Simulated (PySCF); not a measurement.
**Deuteron quadrupole couplings in `Fc1cccc([SiH2]N[SiH3])c1`**

Species: C₆H₁₀FNSi₂.
Geometry (GFN2-xTB, Å), atoms numbered from 1 in this order:
```xyz
20
C6H10FNSi2 angstrom
F     -3.6239   -2.0618    0.9478
C     -2.8101   -1.0809    0.4916
C     -3.3285    0.1881    0.3156
C     -2.4827    1.1794   -0.1529
C     -1.1570    0.8929   -0.4265
C     -0.6369   -0.3852   -0.2439
Si     1.1746   -0.7587   -0.6246
N      2.0934    0.4428    0.2139
Si     3.8109    0.6847    0.1825
C     -1.4895   -1.3790    0.2187
H     -4.3650    0.3831    0.5417
H     -2.8648    2.1784   -0.3038
H     -0.5072    1.6753   -0.7911
H      1.4891   -2.1223   -0.1791
H      1.4496   -0.6158   -2.0566
H      1.6128    0.8952    0.9751
H      4.2044    0.8058   -1.2193
H      4.5186   -0.4417    0.8000
H      4.0405    1.9165    0.9380
H     -1.1334   -2.3860    0.3699
```

Level: PBE0/pcSseg-1 (PySCF, non-relativistic); Q(2H) = 0.00286 b; rigid geometry, the same for H and D, with no vibrational averaging.

Problem. Rank these positions by the coupling χzz of a deuteron there, largest first.
A. H16 (N–H hydrogen)
B. H19 (Si–H hydrogen)
C. H20 (aromatic hydrogen)

Solution. A (290 kHz), C (220 kHz), B (108 kHz).

Problem. What are Vzz, η and χzz (234.96 MHz × Q × Vzz) at all hydrogens?

Solution. 
```json
{"atom": "H11", "bonded to": "C3", "bond length (Å)": "1.079", "Vzz (au)": "0.3293", "η": "0.06", "χzz (kHz)": "221"}
{"atom": "H12", "bonded to": "C4", "bond length (Å)": "1.080", "Vzz (au)": "0.3260", "η": "0.06", "χzz (kHz)": "219"}
{"atom": "H13", "bonded to": "C5", "bond length (Å)": "1.080", "Vzz (au)": "0.3241", "η": "0.07", "χzz (kHz)": "218"}
{"atom": "H14", "bonded to": "Si7", "bond length (Å)": "1.469", "Vzz (au)": "0.1556", "η": "0.03", "χzz (kHz)": "105"}
{"atom": "H15", "bonded to": "Si7", "bond length (Å)": "1.465", "Vzz (au)": "0.1598", "η": "0.02", "χzz (kHz)": "107"}
{"atom": "H16", "bonded to": "N8", "bond length (Å)": "1.007", "Vzz (au)": "0.4323", "η": "0.15", "χzz (kHz)": "290"}
{"atom": "H17", "bonded to": "Si9", "bond length (Å)": "1.461", "Vzz (au)": "0.1626", "η": "0.04", "χzz (kHz)": "109"}
{"atom": "H18", "bonded to": "Si9", "bond length (Å)": "1.467", "Vzz (au)": "0.1580", "η": "0.02", "χzz (kHz)": "106"}
{"atom": "H19", "bonded to": "Si9", "bond length (Å)": "1.463", "Vzz (au)": "0.1610", "η": "0.04", "χzz (kHz)": "108"}
{"atom": "H20", "bonded to": "C10", "bond length (Å)": "1.079", "Vzz (au)": "0.3274", "η": "0.07", "χzz (kHz)": "220"}
```

Problem. Average by the element that carries the hydrogen.

Solution. on C: 220 kHz over 4 positions, mean bond length 1.079 Å; on Si: 107 kHz over 5 positions, mean bond length 1.465 Å; on N: 290 kHz over 1 position, mean bond length 1.007 Å.

Problem. A static deuteron (I = 1) shows a doublet split by (3/2)χ, (3/4)χ(1 + η) and (3/4)χ(1 − η) with the field along z, y and x of the gradient. What are these for H17?

Solution. With |χ| = 109.3 kHz and η = 0.035: 164, 85 and 79 kHz, to first order and without motion.

Geometry: GFN2-xTB, one conformer, isolated molecule. GFN2-xTB bond lengths can be off by several hundredths of an ångström, more for odd bonds, and the gradients follow them. The small basis limits the accuracy of the gradients.
